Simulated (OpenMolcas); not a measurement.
How basis sets differ on C2H5BN (SMILES B[N]C=C)

C2H5BN: 9 atoms, total charge 0, spin state doublet. As SMILES, `B[N]C=C`. Geometry: relaxed at PBE0-D4/def2-TZVP.

```xyz
9

B    -0.8646    1.6748   -0.1104
N    -0.4864    0.3877   -0.1062
C    -0.1262   -0.8444   -0.1021
C     1.1610   -1.2706    0.2123
H    -1.3009    2.1640    0.8968
H    -0.7589    2.3169   -1.1207
H    -0.8714   -1.6018   -0.3596
H     1.4106   -2.3233    0.2004
H     1.9254   -0.5495    0.4723
```

Quantity: the dipole moment, in D. The values are calculated.

| level | kind | program | value (D) | CPU time |
| --- | --- | --- | --- | --- |
| ROHF/ANO-R0 (sfX2C) | Hartree–Fock | OpenMolcas | 3.50 | 3.4 s |
| ROHF/ANO-S-MB | Hartree–Fock | OpenMolcas | 2.50 | 3.3 s |
| UHF/STO-3G | Hartree–Fock | OpenMolcas | 1.97 | 2.9 s |
| UHF/3-21G | Hartree–Fock | OpenMolcas | 2.41 | 3.6 s |
| UHF/def2-SVPD | Hartree–Fock | OpenMolcas | 2.26 | 37 s |

The values span 1.97 to 3.50 D. Spin contamination of the reference (⟨S²⟩ at least 0.1 too high) touches UHF/STO-3G, UHF/3-21G, UHF/def2-SVPD. Magnitudes only. Sets without polarisation functions give poor dipoles. CPU times are rough (shared hosts, several kinds of processor and program).
